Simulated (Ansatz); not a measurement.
A trace of molecular dynamics of BClGeH$_{4}$ (7 atoms, charge 0, multiplicity 1).

These are results of RKS PBE/def2-SVP in Ansatz, not measurements.

```json
{"ensemble": "NVT, Nosé–Hoover chain", "set temperature": "400 K", "thermostat": "time constant 20 fs, chain length 1", "seed": "350697"}
```

```json
{"time (fs)": "0.0", "T (K)": "400", "potential energy less start (eV)": "0.000", "conserved less start (meV/atom)": "0.00"}
{"time (fs)": "8.0", "T (K)": "730", "potential energy less start (eV)": "0.736", "conserved less start (meV/atom)": "135.25"}
{"time (fs)": "16.0", "T (K)": "1119", "potential energy less start (eV)": "0.393", "conserved less start (meV/atom)": "124.78"}
{"time (fs)": "24.0", "T (K)": "5078", "potential energy less start (eV)": "2.252", "conserved less start (meV/atom)": "903.54"}
{"time (fs)": "32.0", "T (K)": "43", "potential energy less start (eV)": "3.595", "conserved less start (meV/atom)": "892.87"}
{"time (fs)": "40.0", "T (K)": "308", "potential energy less start (eV)": "3.187", "conserved less start (meV/atom)": "892.36"}
{"time (fs)": "48.0", "T (K)": "1033", "potential energy less start (eV)": "1.739", "conserved less start (meV/atom)": "902.03"}
{"time (fs)": "56.0", "T (K)": "31", "potential energy less start (eV)": "0.890", "conserved less start (meV/atom)": "899.28"}
{"time (fs)": "64.0", "T (K)": "91", "potential energy less start (eV)": "0.610", "conserved less start (meV/atom)": "935.77"}
{"time (fs)": "72.0", "T (K)": "22", "potential energy less start (eV)": "0.358", "conserved less start (meV/atom)": "942.34"}
{"time (fs)": "80.0", "T (K)": "72", "potential energy less start (eV)": "0.166", "conserved less start (meV/atom)": "942.08"}
{"time (fs)": "88.0", "T (K)": "24", "potential energy less start (eV)": "0.034", "conserved less start (meV/atom)": "929.34"}
{"time (fs)": "96.0", "T (K)": "21", "potential energy less start (eV)": "0.011", "conserved less start (meV/atom)": "928.78"}
{"time (fs)": "104.0", "T (K)": "11", "potential energy less start (eV)": "0.000", "conserved less start (meV/atom)": "927.75"}
{"time (fs)": "112.0", "T (K)": "6", "potential energy less start (eV)": "-0.001", "conserved less start (meV/atom)": "927.74"}
{"time (fs)": "120.0", "T (K)": "3", "potential energy less start (eV)": "0.001", "conserved less start (meV/atom)": "927.94"}
{"time (fs)": "128.0", "T (K)": "1", "potential energy less start (eV)": "0.002", "conserved less start (meV/atom)": "927.99"}
{"time (fs)": "136.0", "T (K)": "0", "potential energy less start (eV)": "0.001", "conserved less start (meV/atom)": "927.94"}
{"time (fs)": "144.0", "T (K)": "1", "potential energy less start (eV)": "0.001", "conserved less start (meV/atom)": "927.94"}
{"time (fs)": "152.0", "T (K)": "2", "potential energy less start (eV)": "0.000", "conserved less start (meV/atom)": "927.87"}
{"time (fs)": "160.0", "T (K)": "5", "potential energy less start (eV)": "-0.002", "conserved less start (meV/atom)": "927.72"}
```

Problem. Can this run be trusted? Judge the integration.

Solution. The conserved energy changed by up to 940 meV per atom, so the integration failed: the time step of 4 fs is too long for the fastest motions that this run met, and the later frames carry no physical meaning.

Run time: 2.2 min on 1 thread of Arm Neoverse N1, with other jobs on the host, peak memory 0.11 GiB.
